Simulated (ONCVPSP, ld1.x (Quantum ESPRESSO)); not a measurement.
**Potentials for Ge compared**

Generated with ld1.x 7.5 (TM, RRKJ, ultrasoft, PAW), atompaw 4.2 or ONCVPSP 4.0.1. The cutoff is in Ry: for ld1.x and atompaw files where the sum of valence levels is converged to 10 mRy in a Bessel basis, for ONCV files where the hardest occupied wave has 1 mHa per electron of residual kinetic energy. The error is the largest all-electron minus pseudo excitation energy over each file’s own four to seven test configurations (ionisations up to +4, promotions, holes and added fractions of an electron), all of which were solved. The labels leave out finer settings (local radius, basis sizes, second energies), which also bear on the numbers. Spin-polarised tests are not counted. The rows are a selection from randomly drawn settings: files with unsolved tests, undetermined cutoffs or missed reference levels are left out.

A true bound ghost makes a file unfit for plane-wave use even where its test errors are small: the radial tests pick states by their node count and pass the ghost by.

```tsv
potential	cutoff (Ry)	largest error (meV)	bound ghosts
ONCV, PBEsol, scalar-relativistic, rc 1.60/2.20/0.70/2.00 (spdf), local d, core correction yes, reference 3d10 4s2 4p2, qcut 4.1/3.8/22.4/5.9, projectors 2/2/0/1	389	-479	s, p
TM, PBE, fully relativistic, rc 1.30/2.40/2.35 (spd), local s, core correction yes, reference 4s1.75 4p2.25	45	-226	p3/2, p1/2
TM, LDA (PZ), scalar-relativistic, rc 1.25/1.55 (sp), local smoothed, core correction yes, reference 4s2 4p2	50	-164	none
```

Task: Fill in the row for Ge: RRKJ, PBE, scalar-relativistic, rc 1.70/1.95/1.25 (spd), local smoothed, core correction yes, reference 3d10 4s2 4p2.

Result: cutoff 160 Ry, largest error -9.6 meV, bound ghosts: none.

Task: Fill in the row for Ge: ONCV, PBE, scalar-relativistic, rc 1.65/1.90 (sp), local smoothed, core correction yes, reference 4s1 4p3, qcut 4.4/5.2, projectors 2/3.

Result: cutoff 18 Ry, largest error -106 meV, bound ghosts: none.
